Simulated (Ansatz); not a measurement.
Gas-phase reaction in SMILES: N[Si](N)(Br)Br -> [NH][Si](N)(Br)Br + H atom (the H-N bond at the site shown breaks; other sites are not compared here)
Structures are relaxed separately at B3LYP-D3(BJ)/def2-TZVP in Ansatz (a first-principles code), one conformer each, not searched for the lowest.
Geometry of the first species:
```xyz
9

Si     0.0041    -0.7417     0.0331
Br    -0.0880     0.5217    -1.8171
Br     0.0815     0.6825     1.7634
N      1.3802    -1.7114     0.2187
N     -1.3613    -1.7390    -0.0647
H      1.5669    -2.4490    -0.4435
H      2.2213    -1.3352     0.6254
H     -2.2063    -1.4098    -0.5029
H     -1.5403    -2.4167     0.6607
```
Charge 0, spin multiplicity 1.

Wanted: bond dissociation energy (electronic energy difference), in kcal/mol. Cores are frozen in the correlated levels unless marked. Open shells are spin-unrestricted. Spin-orbit coupling is left out. The frozen core is the preceding noble-gas configuration, with the filled d and f shells of earlier blocks. Non-relativistic. Basis-set limits of correlation are two-point, X^-3; Hartree-Fock from the larger set. The bracket is a focal-point correction in the basis named.

```json
[
 {"level": "HF/6-31G", "program": "Ansatz", "bond dissociation energy (kcal/mol)": "95.9"},
 {"level": "PBE-D3(BJ)/def2-TZVPD", "program": "Ansatz + dftd3", "bond dissociation energy (kcal/mol)": "114.5"}
]
```

Task: Predict the RI-MP2/CBS(def2-TZVPP,def2-QZVPP)+[CCSD(T)-MP2]/def2-TZVPP result (Ansatz).

Result: 121.5 kcal/mol, so PBE-D3(BJ)/def2-TZVPD differs from it by -7.0 kcal/mol.
